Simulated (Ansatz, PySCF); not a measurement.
Na(OtBu) (C4H9NaO), SMILES CC(C)([O][Na])C.

The structure is a stationary point at PBE0-D3(BJ)/def2-SVP. The isomer is the one that the SMILES or the coordinates give; other isomers of the formula were not compared.

Vertical ionisation energy (IE) and electron affinity (EA) in eV. Rows of orbital energies are one-electron estimates. Where ΔSCF, EOM or ADC give a negative EA the extra electron is unbound and the value depends on the basis.

```json
[
 {"level": "−ε(HOMO), −ε(LUMO), PBE/def2-TZVP (PySCF)", "IE": "3.70", "EA": "1.99"},
 {"level": "ΔSCF, CAM-B3LYP/def2-SVPD (Ansatz), final states of multiplicity 2 and 2", "IE": "(withheld)", "EA": "(withheld)"}
]
```

### Question
Some entries are withheld; supply them. (Estimate from the structure and the level; the computed values follow.)

### Answer

- ΔSCF, CAM-B3LYP/def2-SVPD (Ansatz, a program for electronic structure), final states of multiplicity 2 and 2, IE: 7.18
- ΔSCF, CAM-B3LYP/def2-SVPD (Ansatz), final states of multiplicity 2 and 2, EA: 0.55

### Question
What vertical singlet–triplet gap does ΔSCF give with CAM-B3LYP/def2-SVPD (Ansatz)? (An estimate is asked for; the answer gives what the named calculation found.)

### Answer
3.11 eV (triplet above singlet where positive).
